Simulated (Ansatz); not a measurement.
Ansatz (a first-principles code) input (B3LYP-D3(BJ)/def2-TZVP):

Ansatz 0.2 input:
```yaml
crystal:
  periodic: [false, false, false]
  atoms:
    - {symbol: Cd, position_ang: [-0.02764094, -0.00592734, 0.00299727]}
    - {symbol: I, position_ang: [-0.26653201, 2.10673779, -1.65239759]}
    - {symbol: I, position_ang: [0.20560393, -2.09190316, 1.69224917]}
basis:
  gaussian:
    orbitals: def2-TZVP
hamiltonian:
  xc: b3lyp
  dispersion: d3bj
total_charge: 1
magnetization: {spin_polarized: true, initial_magnetization: 1}
relax: {f_tol: 0.002, max_steps: 150}
```

Output:

```
Functional definition: B3LYP
integrals: 0.11 GiB planned
1393 factors; integrals over basis functions are off by at most 1.8e-4 eV
mean field: 1.24 GiB planned
mean field evaluation 1: about -20765.5571 eV, gradient 1.9e1 eV
mean field evaluation 2: about -20763.0314 eV, gradient 3.1e1 eV
mean field evaluation 4: about -20767.6413 eV, gradient 1.0e0 eV
mean field evaluation 8: about -20767.6957 eV, gradient 1.1e-1 eV
mean field evaluation 16: about -20767.6957 eV, gradient 4.1e-5 eV
mean field evaluation 32: about -20767.6955 eV, gradient 1.1e-1 eV
mean field evaluation 64: about -20767.6548 eV, gradient 2.6e0 eV
mean field -20767.69571472 eV, -763.1987406664 hartree, gradient 5.1e-9 eV, S^2 0.754969; 12 other end points of the search recorded, 0 dependent functions left out
the calculation of the forces begins
reference -20767.69593677 eV, -763.1987488265 hartree; 35, 34 occupied and 105, 106 virtual orbitals, 1393 factors
relax step   1: F+E_penalty+E_count = -20767.90549230 eV  Δ(F+E_penalty+E_count) = +0.000e0 eV  max|allowed force component| = 3.257e-1 eV/Å  Δτ_max = 0.0000 Å  (467 SCF iters, accepted)
these checks for a lower state are left out or cut short: starts, cluster_reference, orbital_swaps, neighbouring_geometries, increment
integrals: 0.12 GiB planned
1393 factors; integrals over basis functions are off by at most 1.7e-4 eV
mean field: 1.25 GiB planned
mean field evaluation 96: about -20767.7163 eV, gradient 5.5e-6 eV
mean field -20767.71629349 eV, -763.1994969220 hartree, gradient 5.5e-6 eV, S^2 0.755037; 0 other end points of the search recorded, 0 dependent functions left out
the calculation of the forces begins
reference -20767.71651416 eV, -763.1995050316 hartree; 35, 34 occupied and 105, 106 virtual orbitals, 1393 factors
relax step   2: F+E_penalty+E_count = -20767.92971767 eV  Δ(F+E_penalty+E_count) = -2.423e-2 eV  max|allowed force component| = 2.085e-2 eV/Å  Δτ_max = 0.0598 Å  (116 SCF iters, accepted)
these checks for a lower state are left out or cut short: starts, cluster_reference, orbital_swaps, neighbouring_geometries, increment
integrals: 0.12 GiB planned
1393 factors; integrals over basis functions are off by at most 1.7e-4 eV
mean field: 1.25 GiB planned
mean field -20767.71659739 eV, -763.1995080903 hartree, gradient 6.1e-6 eV, S^2 0.755033; 0 other end points of the search recorded, 0 dependent functions left out
the calculation of the forces begins
reference -20767.71681814 eV, -763.1995162027 hartree; 35, 34 occupied and 105, 106 virtual orbitals, 1393 factors
relax step   3: F+E_penalty+E_count = -20767.92981526 eV  Δ(F+E_penalty+E_count) = -9.760e-5 eV  max|allowed force component| = 3.539e-3 eV/Å  Δτ_max = 0.0037 Å  (99 SCF iters, accepted)
these checks for a lower state are left out or cut short: starts, cluster_reference, orbital_swaps, neighbouring_geometries, increment
integrals: 0.12 GiB planned
1393 factors; integrals over basis functions are off by at most 1.7e-4 eV
mean field: 1.25 GiB planned
mean field -20767.71659826 eV, -763.1995081222 hartree, gradient 2.4e-6 eV, S^2 0.755034; 0 other end points of the search recorded, 0 dependent functions left out
the calculation of the forces begins
reference -20767.71681900 eV, -763.1995162342 hartree; 35, 34 occupied and 105, 106 virtual orbitals, 1393 factors
relax step   4: F+E_penalty+E_count = -20767.92983745 eV  Δ(F+E_penalty+E_count) = -2.218e-5 eV  max|allowed force component| = 4.124e-4 eV/Å  Δτ_max = 0.0056 Å  (98 SCF iters, accepted)
integrals: 0.12 GiB planned
1393 factors; integrals over basis functions are off by at most 1.7e-4 eV
mean field: 1.25 GiB planned
mean field evaluation 128: about -20767.6647 eV, gradient 1.4e-1 eV
mean field evaluation 160: about -20767.4547 eV, gradient 8.9e-3 eV
mean field evaluation 192: about -20767.7166 eV, gradient 3.8e-4 eV
mean field -20767.71659826 eV, -763.1995081222 hartree, gradient 2.4e-6 eV, S^2 0.755034; 11 other end points of the search recorded, 0 dependent functions left out
the calculation of the forces begins
reference -20767.71681900 eV, -763.1995162342 hartree; 35, 34 occupied and 105, 106 virtual orbitals, 1393 factors
Total energy: -20767.93005819 eV, -763.2073526297 hartree
Atom 0 at    -0.029427     0.002519     0.013705 Å, force    -0.000069     0.000324     0.000412 eV/Å
Atom 1 at    -0.260668     2.058309    -1.622537 Å, force     0.000010     0.000052    -0.000377 eV/Å
Atom 2 at     0.201526    -2.051921     1.651681 Å, force     0.000058    -0.000376    -0.000036 eV/Å
Dipole moment:     0.000045    -0.000214    -0.000275 e Å
```

The spin state was set by rule; other spins were not relaxed.
